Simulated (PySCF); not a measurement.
SiFCl2Br, SMILES F[Si](Cl)(Cl)Br. Geometry optimised at ωB97X-D3(BJ)/def2-SVP.

These are ωB97X-D3(BJ)/def2-SVP (PySCF) values and carry that method's errors.

Harmonic wavenumbers (cm⁻¹): 137, 148, 215, 239, 266, 418, 610, 663, 948. Rotational constants (GHz): 1.791, 1.122, 0.9031; symmetry number 1.

**Question.** Work out the zero-point energy and the ideal-gas rigid-rotor harmonic-oscillator thermochemistry at 298.15 K and 1 atm.

**Answer.** ZPE = ½ Σ hcν = ½ × 3645 cm⁻¹ = 21.80 kJ/mol. H − E(el) = 40.74 kJ/mol. Entropy in J/(mol K): translation 174.69, rotation 123.69, vibration 53.46, total 351.83. G − E(el) = -64.16 kJ/mol. Cp = 87.38 J/(mol K). Modes under 150 cm⁻¹ make the vibrational entropy uncertain.
